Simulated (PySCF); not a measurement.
**Dipole response of Li⁻ (lithium, charge -1)**

[He] 2s2, closed-shell 1S. Computed with PySCF 2.14 in dyall-av3z, with no relativity, point nucleus. Coupled (time-dependent) response in atomic units; α is the mean over directions.

```tsv
method	mean α (bohr³)	C₆ (like pair)	S(−4)
UHF	1147	32310	1387000
```

S(−4) is the Cauchy moment in α(ω) = α(0) + S(−4) ω² + …

α(iu) at UHF:

```
u (hartree)  α(iu) (bohr³)
          0           1147
     0.0500          368.2
      0.100          141.4
      0.200          42.64
      0.300          20.03
      0.500          7.618
      0.750          3.557
       1.00          2.093
       1.50          1.014
       2.00         0.6163
       3.00         0.3095
       5.00         0.1284
```

For an ion, C₆ is the dispersion term alone; charge-induced terms of lower order in 1/R come first.
